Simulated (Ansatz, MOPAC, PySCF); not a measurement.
Dissociation curve of CaO, singlet. Each curve is given relative to its own lowest point near equilibrium.

| R / Å | A | B | C |
|---|---|---|---|
| 1.44 | 356.6 | 122.6 | 111.1 |
| 1.52 | 240.9 | 67.7 | 55.5 |
| 1.63 | 134.0 | 23.0 | 15.0 |
| 1.69 | 94.9 | 9.8 | 4.8 |
| 1.76 | 61.7 | 1.8 | 0.1 |
| 1.80 | 47.5 | 0.0 | 0.0 |
| 1.88 | 27.0 | 1.1 | 3.6 |
| 1.93 | 18.3 | 4.3 | 7.6 |
| 2.00 | 9.9 | 11.0 | 14.8 |
| 2.10 | 3.2 | 23.7 | 26.8 |
| 2.25 | 0.0 | 46.6 | 47.2 |
| 2.46 | 1.5 | 80.4 | 77.4 |
| 2.71 | 5.9 | 117.4 | 111.5 |
| 3.00 | 10.7 | 153.0 | 144.5 |
| 3.22 | 13.6 | 174.3 | 163.8 |
| 3.64 | 17.3 | 204.4 | 188.7 |
| 3.94 | 18.6 | 219.6 | 199.3 |
| 4.41 | 19.7 | 235.8 | 208.4 |
| 4.86 | 20.2 | 245.5 | 212.5 |
| 5.47 | 20.5 | 252.9 | — |
| 6.35 | 20.7 | 257.7 | — |
| 7.27 | 20.8 | 259.8 | — |

Energies in mEh.

### Question
Which curve belongs to which method? The methods are PM7, restricted, heats of formation (MOPAC); PySCF with restricted Hartree-Fock/3-21G; Ansatz (an electronic-structure program) with restricted PBE/def2-SVP.

### Answer
A is RHF/3-21G; B is RKS-PBE; C is PM7.

A dash means that the run gave no value there, or that the column was ended at a point which the program doubted or which failed a test of continuity chosen for this set; such a test can also cut sound points.

The restricted form behind RKS-PBE, PM7, RHF/3-21G keeps the bonding electrons paired and can't separate into open-shell fragments.
